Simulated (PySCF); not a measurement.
Compound: C₅H₃N₂ (doublet state).
Numbering: `[H]/[C:1]=[C:2]1/[CH2:3][N:4]=[C:5]1[C:6]#[N:7]` (hydrogens: H8 on C1; H9, H10 on C3)

Method used: UKS B3LYP, pcH-1 on C H N, non-relativistic, mean-field spin-orbit, GIAO (PySCF). Geometry: GFN2-xTB; no solvent, vibrations or thermal averaging. Couplings are sensitive to structure, and on GFN2-xTB geometries they can be far from those on DFT ones. The SCF solution wasn't tested for stability.

Problem. The isotropic 13C couplings are +276.7, +137.8, +79.7, -16.8, +4.8 MHz. Assign them to C1; C2; C3; C5; C6.

Solution. 
```csv
site,a_iso (MHz),ρ(0) (bohr⁻³),position,distance from C1 (Å),spin population,largest |T| (MHz)
C1,+276.7,+0.2461,largest spin population,0.00,+1.02,139.0
C2,-16.8,-0.0149,1 bond from C1,1.28,-0.19,18.4
C3,+79.7,+0.0709,2 bonds from C1,2.64,+0.06,10.6
C5,+137.8,+0.1226,2 bonds from C1,2.61,+0.14,19.4
C6,+4.8,+0.0043,3 bonds from C1,3.36,-0.01,2.9
```

Problem. Match the computed a_iso(14N) values -1.9, +0.9 MHz with the sites N4; N7.

Solution. 
```tsv
site	a_iso (MHz)	ρ(0) (bohr⁻³)	position	distance from C1 (Å)	spin population	largest |T| (MHz)
N4	-1.9	-0.0057	3 bonds from C1	3.37	-0.05	4.6
N7	+0.9	+0.0027	4 bonds from C1	4.18	+0.02	1.1
```

Problem. Match the computed a_iso(1H) values +16.7, -5.0 MHz (means over equivalent nuclei) with the sites H8; H9/H10.

Solution. 
```json
{"site": "H8", "a_iso (MHz)": "+16.7", "ρ(0) (bohr⁻³)": "+0.0037", "position": "1 bond from C1", "distance from C1 (Å)": "1.06", "bound to": "C1", "spin population there": "+1.02", "largest |T| (MHz)": "39.4"}
{"site": "H9/H10", "a_iso (MHz)": "-5.0", "ρ(0) (bohr⁻³)": "-0.0011", "position": "3 bonds from C1", "distance from C1 (Å)": "3.15", "bound to": "C3", "spin population there": "+0.06", "largest |T| (MHz)": "5.0"}
```

ρ(0) is the spin density at the nucleus and T the dipolar tensor; entries for several nuclei are means. The largest Mulliken spin populations are on C1 (+1.02), C2 (-0.19), C5 (+0.14) and C3 (+0.06). The positive populations add up to 1.25 and the negative ones to -0.25, together 2S = 1.

Hardware: AMD EPYC 9R45, one thread, shared host with 96 logical CPUs at a one-minute load of 54. Cost: 19 s wall (grids of density and orbitals included), 0.81 GiB resident at most.
